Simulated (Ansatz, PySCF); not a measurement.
Process, species as SMILES: [F][Sn][F] → [F][Sn][F] as doublet, charge +1 + e-
Each molecule is optimised on its own at B3LYP-D3(BJ)/def2-TZVP (Ansatz, an electronic-structure program). A spin state is the lowest found, not a proven ground state.

Wanted: adiabatic ionisation energy (0 K, with B3LYP-D3(BJ) harmonic zero-point energies from PySCF), in eV. Correlated levels leave the core frozen unless marked. UHF or UKS for open shells. No spin-orbit coupling. Frozen are the shells of the preceding noble gas and the d and f shells that filled before the atom's block. Past Kr the def2 sets carry scalar-relativistic core potentials. CBS(X,Y): correlation extrapolated as X^-3; Hartree-Fock from the larger set.

| level | program | adiabatic ionisation energy (eV) |
|---|---|---|
| BHLYP-D3(BJ)/def2-TZVPD | Ansatz + dftd3 | … |
| RPA@PBE/def2-QZVPP | Ansatz | 11.05 |
| SCS-MP2/def2-SVP | Ansatz | 10.58 |
| CCSD(T)/CBS(def2-TZVPP,def2-QZVPP) | Ansatz | 10.95 |

Question: What belongs in the gaps?

Answer: 
- BHLYP-D3(BJ)/def2-TZVPD, adiabatic ionisation energy (eV): 11.09
